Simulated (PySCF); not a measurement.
Ligand exchange on a metal centre used in film growth or etching (W Cl-F). Gas-phase values, no solvent.

The numbers are results of PySCF with PBE-D3(BJ)/def2-TZVP // r2SCAN-D4/def2-SVP, not measurements. 

```tsv
species	charge on the central atom (Mulliken) (e)	coordination number
0 of 6 Cl replaced by F ([W(Cl)6])	0.88	6
1 of 6 Cl replaced by F ([W(Cl)5(F)])	(withheld)	6
3 of 6 Cl replaced by F ([W(Cl)3(F)3])	1.22	6
4 of 6 Cl replaced by F	1.33	6
5 of 6 Cl replaced by F ([W(Cl)(F)5])	1.44	6
6 of 6 Cl replaced by F ([W(F)6])	(withheld)	(withheld)
```

Task: Complete the blanks.

Result: 
- 1 of 6 Cl replaced by F ([W(Cl)5(F)]), charge on the central atom (Mulliken) (e): 1.01
- 6 of 6 Cl replaced by F ([W(F)6]), charge on the central atom (Mulliken) (e): 1.54
- 6 of 6 Cl replaced by F ([W(F)6]), coordination number: 6
